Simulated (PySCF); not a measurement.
## Static response to an electric field

Species: 1,4-difluorobenzene, C₆H₄F₂.
Geometry (GFN2-xTB, Å), atoms numbered from 1 in this order:
```
atom  x, y, z in Å
F1    -2.6842   -0.3492   -0.0704
C2    -1.3486   -0.1751   -0.0362
C3    -0.5293   -1.2905   -0.0159
C4     0.8417   -1.1123    0.0187
C5     1.3491    0.1753    0.0312
F6     2.6850    0.3480    0.0641
C7     0.5297    1.2906    0.0114
C8    -0.8417    1.1128   -0.0227
H9    -0.9649   -2.2767   -0.0270
H10    1.5130   -1.9557    0.0362
H11    0.9655    2.2766    0.0226
H12   -1.5142    1.9556   -0.0380
```

Level: B3LYP/def2-SVPD (PySCF), static field, nuclei fixed, core orbitals frozen in the response. The polarisability tensor in these axes (au):

```
x   82.41  0.53  1.03
y    0.53 78.40  0.03
z    1.03  0.03 41.31
```

Question: Give the principal values, the mean and the anisotropy Δα = √{½[(α1 − α2)² + (α2 − α3)² + (α1 − α3)²]}.

Answer: Principal values 41.28, 78.33 and 82.50 au; mean 67.37 au = 9.98 Å³ = 11.11 × 10⁻⁴⁰ C²·m²/J; Δα = 39.30 au (58 % of the mean).

Question: What is the dipole moment?

Answer: 0.00 D; point group D2h allows none.

Question: Sum over states: ᾱ = Σ f/ω², ω in Eh. What share falls to these 8 lowest TDDFT singlets (eV, f)? 5.21, 0.0348; 6.11, 0.0073; 6.83, 0.0000; 7.07, 0.5394; 7.15, 0.0000; 7.25, 0.5277; 7.29, 0.0140; 7.29, 0.0004.

Answer: They add up to 16.70 au, 24.8 % of the 67.37 au; the largest single term is 7.98 au, from the state at 7.07 eV. Terms in order: 0.95, 0.14, 0.00, 7.98, 0.00, 7.43, 0.19, 0.01 au. Higher excitations give the rest. The strengths listed sum to 1.124.

Question: Along which axes do the principal values lie, and how far do the nuclei extend along each?

Answer: Largest value along (0.99, 0.13, 0.02), where the nuclei span 5.42 Å; middle along (-0.13, 0.99, 0.00), 4.27 Å; least along (-0.02, 0.00, 1.00), 0.00 Å. The response follows the extents in order.

Question: What are the principal values of the traceless quadrupole moment, Θ = ½Σq(3rr − r²1), about the centre of nuclear charge?

Answer: -10.94, -1.31, 12.26 D·Å. With no charge and no dipole, the values don't depend on the origin. The electronic extent ⟨r²⟩ about the same centre is 907 bohr², a root-mean-square distance of 2.09 Å for the 58 electrons.

Isolated species at its GFN2-xTB geometry, gas phase.

These values come from a run that also computed excited states. Time: 24 s wall. Hardware: one thread, x86-64 server, no GPU (shared host).
